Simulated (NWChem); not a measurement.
The numbers come from NWChem runs, not from measurements. System: silanone (H2OSi), charge 0, spin multiplicity 1, at a geometry optimised with PBE0/def2-SVP. Level: M06-2X/def2-TZVP.

Job file:

```
start mol
memory heap 200 mb stack 900 mb global 1100 mb
geometry units angstroms nocenter noautoz
  Si     0.000000     0.000000     0.440978
  O      0.000000     0.000000    -1.091069
  H     -1.235351     0.000000     1.277428
  H      1.235351     0.000000     1.277428
  symmetry group C2v
end
basis spherical
  * library def2-tzvp
end
dft
  xc m06-2x
  semidirect memsize 60000000 filesize 0
  iterations 100
  grid fine
end
task dft energy
```

Part of the output:

```
             Northwest Computational Chemistry Package (NWChem) 7.3.0
             --------------------------------------------------------

                                NWChem Input Module
                                -------------------

 Scaling coordinates for geometry "geometry" by  1.889725989
 (inverse scale =  0.529177249)

 Turning off AUTOSYM since
 SYMMETRY directive was detected!

                             Geometry "geometry" -> ""
                             -------------------------

 Output coordinates in angstroms (scale by  1.889725989 to convert to a.u.)

  No.       Tag          Charge          X              Y              Z
 ---- ---------------- ---------- -------------- -------------- --------------
    1 Si                  14.0000     0.00000000     0.00000000     0.44097800
    2 O                    8.0000     0.00000000     0.00000000    -1.09106900
    3 H                    1.0000    -1.23535100     0.00000000     1.27742800
    4 H                    1.0000     1.23535100     0.00000000     1.27742800

 Effective nuclear repulsion energy (a.u.)      52.0007935892

            Nuclear Dipole moment (a.u.)
            ----------------------------
        X                 Y               Z
 ---------------- ---------------- ----------------
     0.0000000000     0.0000000000    -0.0000075589

      Symmetry information
      --------------------

 Group name             C2v
 Group number             16
 Group order               4
 No. of unique centers     3

      Symmetry unique atoms

     1    2    3


 Summary of "ao basis" -> "" (spherical)
 ------------------------------------------------------------------------------
       Tag                 Description            Shells   Functions and Types
 ---------------- ------------------------------  ------  ---------------------
 *                         def2-tzvp                  on all atoms

                                 NWChem DFT Module
                                 -----------------

 Summary of "ao basis" -> "ao basis" (spherical)
 ------------------------------------------------------------------------------
       Tag                 Description            Shells   Functions and Types
 ---------------- ------------------------------  ------  ---------------------
 Si                        def2-tzvp                13       37   5s5p2d1f
 O                         def2-tzvp                11       31   5s3p2d1f
 H                         def2-tzvp                 4        6   3s1p

 Summary of "ao basis" -> "ao basis" (spherical)
 ------------------------------------------------------------------------------
       Tag                 Description            Shells   Functions and Types
 ---------------- ------------------------------  ------  ---------------------
 Si                        def2-tzvp                13       37   5s5p2d1f
 O                         def2-tzvp                11       31   5s3p2d1f
 H                         def2-tzvp                 4        6   3s1p

      Symmetry analysis of basis
      --------------------------

        a1         35
        a2          7
        b1         21
        b2         17

            General Information
            -------------------
          SCF calculation type: DFT
          Wavefunction type:  closed shell.
          No. of atoms     :     4
          No. of electrons :    24
           Alpha electrons :    12
            Beta electrons :    12
          Charge           :     0
[...]
 d= 0,ls=0.0,diis     5   -365.8904293773  2.96D-04  1.96D-04  6.16D-05     2.7
  Resetting Diis
 d= 0,ls=0.0,diis     6   -365.8904452135 -1.58D-05  5.52D-05  3.74D-06     2.9
 d= 0,ls=0.0,diis     7   -365.8904464092 -1.20D-06  4.82D-06  1.49D-07     3.2
 d= 0,ls=0.0,diis     8   -365.8904464594 -5.02D-08  1.82D-06  2.22D-08     3.5

         Total DFT energy =     -365.890446459438
      One electron energy =     -609.603288296255
           Coulomb energy =      221.905797605501
    Exchange-Corr. energy =      -30.193749357927
 Nuclear repulsion energy =       52.000793589244

 Numeric. integr. density =       24.000000080077

     Total iterative time =      2.8s

                  Occupations of the irreducible representations
                  ----------------------------------------------

                     irrep           alpha         beta
                     --------     --------     --------
                     a1                7.0          7.0
                     a2                0.0          0.0
                     b1                3.0          3.0
                     b2                2.0          2.0

                       DFT Final Molecular Orbital Analysis
                       ------------------------------------

 Vector   10  Occ=2.000000D+00  E=-4.274256D-01  Symmetry=a1
              MO Center= -4.1D-14, -5.5D-16, -7.8D-01, r^2= 1.6D+00
   Bfn.  Coefficient  Atom+Function         Bfn.  Coefficient  Atom+Function
  ----- ------------  ---------------      ----- ------------  ---------------
    45      0.400229  2 O  pz                48      0.322497  2 O  pz
    17     -0.216367  1 Si pz                51      0.195903  2 O  pz
    42     -0.163176  2 O  s                  4      0.140100  1 Si s
    41     -0.137444  2 O  s                 14     -0.130907  1 Si pz
     8      0.114757  1 Si pz                40     -0.096967  2 O  s

 Vector   11  Occ=2.000000D+00  E=-3.830511D-01  Symmetry=b2
              MO Center=  1.8D-16,  8.8D-17, -7.9D-01, r^2= 1.1D+00
   Bfn.  Coefficient  Atom+Function         Bfn.  Coefficient  Atom+Function
  ----- ------------  ---------------      ----- ------------  ---------------
    44      0.394452  2 O  py                47      0.336769  2 O  py
    16      0.231872  1 Si py                50      0.222306  2 O  py
    19      0.105904  1 Si py                13      0.087644  1 Si py
     7     -0.086941  1 Si py                22     -0.064524  1 Si d -1
    27     -0.055748  1 Si d -1              10     -0.044775  1 Si py

 Vector   12  Occ=2.000000D+00  E=-3.586231D-01  Symmetry=b1
              MO Center= -1.9D-15,  6.7D-17, -5.3D-01, r^2= 1.9D+00
   Bfn.  Coefficient  Atom+Function         Bfn.  Coefficient  Atom+Function
  ----- ------------  ---------------      ----- ------------  ---------------
    43      0.406076  2 O  px                46      0.344090  2 O  px
    49      0.235455  2 O  px                71      0.137209  3 H  s
    77     -0.137209  4 H  s                 70      0.117221  3 H  s
    76     -0.117221  4 H  s                 24      0.114343  1 Si d  1
    29      0.102972  1 Si d  1              69      0.077996  3 H  s

 Vector   13  Occ=0.000000D+00  E=-4.901114D-02  Symmetry=b2
              MO Center=  2.0D-15, -4.9D-14,  5.4D-01, r^2= 3.1D+00
   Bfn.  Coefficient  Atom+Function         Bfn.  Coefficient  Atom+Function
  ----- ------------  ---------------      ----- ------------  ---------------
    19      0.589193  1 Si py                16      0.392056  1 Si py
    50     -0.241168  2 O  py                44     -0.212055  2 O  py
    47     -0.159088  2 O  py                27      0.152580  1 Si d -1
     7     -0.127741  1 Si py                13      0.127799  1 Si py
    22      0.065215  1 Si d -1              10     -0.063956  1 Si py

 Vector   14  Occ=0.000000D+00  E= 2.687490D-02  Symmetry=a1
              MO Center= -1.5D-14,  1.9D-15,  5.6D-01, r^2= 4.0D+00
   Bfn.  Coefficient  Atom+Function         Bfn.  Coefficient  Atom+Function
  ----- ------------  ---------------      ----- ------------  ---------------
     5      1.496551  1 Si s                 42     -0.742609  2 O  s
    71     -0.541247  3 H  s                 77     -0.541247  4 H  s
    20     -0.484673  1 Si pz                 4      0.302064  1 Si s
    51     -0.256886  2 O  pz                 3     -0.202864  1 Si s
    45     -0.149221  2 O  pz                40     -0.129960  2 O  s

 Vector   15  Occ=0.000000D+00  E= 6.442945D-02  Symmetry=a1
              MO Center= -3.5D-14,  1.2D-15,  8.8D-01, r^2= 4.5D+00
   Bfn.  Coefficient  Atom+Function         Bfn.  Coefficient  Atom+Function
  ----- ------------  ---------------      ----- ------------  ---------------
     5      1.515475  1 Si s                 20      1.350074  1 Si pz
    71     -1.209323  3 H  s                 77     -1.209323  4 H  s
    42      0.266651  2 O  s                 28      0.214158  1 Si d  0
    51     -0.121091  2 O  pz                 4      0.115642  1 Si s
    30     -0.102165  1 Si d  2              25     -0.101211  1 Si d  2

 center of mass
 --------------
 x =   0.00000000 y =   0.00000000 z =  -0.10435325

 moments of inertia (a.u.)
 ------------------
          98.669337442771           0.000000000000           0.000000000000
           0.000000000000         109.654172411839           0.000000000000
           0.000000000000           0.000000000000          10.984834969068

     Multipole analysis of the density
     ---------------------------------

     L   x y z        total         alpha         beta         nuclear
     -   - - -        -----         -----         ----         -------
     0   0 0 0     -0.000000    -12.000000    -12.000000     24.000000

     1   1 0 0     -0.000000     -0.000000     -0.000000      0.000000
     1   0 1 0     -0.000000     -0.000000     -0.000000      0.000000
     1   0 0 1      1.578422      0.789215      0.789215     -0.000008

     2   2 0 0    -14.197020    -12.548283    -12.548283     10.899546
     2   1 1 0     -0.000000     -0.000000     -0.000000      0.000000
     2   1 0 1      0.000000      0.000000      0.000000      0.000000
     2   0 2 0    -12.544136     -6.272068     -6.272068      0.000000
     2   0 1 1     -0.000000     -0.000000     -0.000000      0.000000
     2   0 0 2    -16.458564    -35.922099    -35.922099     55.385634

 Task  times  cpu:        3.5s     wall:        3.5s

 Total times  cpu:        3.6s     wall:        3.6s
```
